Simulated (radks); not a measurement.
Results of a calculation; reference values are marked as such.
Initial-state core-level shifts of the silicon ion Si+ when its valence configuration changes from [Ne] 3s2 3p1. Level of theory: scalar-relativistic Kohn-Sham, SCAN, spin-unpolarised, spherical densities, finite nucleus; meta-GGA in the generalised Kohn-Sham scheme; Fermi nuclear charge, rms radius 3.1224 fm (a radial shooting solver on a logarithmic mesh with Libxc functionals). Shifts are changes of the shell-averaged eigenvalues in eV (positive: less bound); the change of the density at the nucleus, which sets a Mossbauer isomer shift, is in e/bohr^3, on a base of 1911.

| valence | 1s | 2s | 2p | density at nucleus |
|---|---|---|---|---|
| 3s1 3p2 | -1.791 | -1.716 | -1.708 | -5.0988 |
| 3s1.5 3p1.5 | -0.901 | -0.865 | -0.860 | -2.5481 |
| 3p3 | -3.495 | -3.355 | -3.339 | -10.3197 |
| 3s0.5 3p2.5 | -2.669 | -2.553 | -2.541 | -7.6665 |
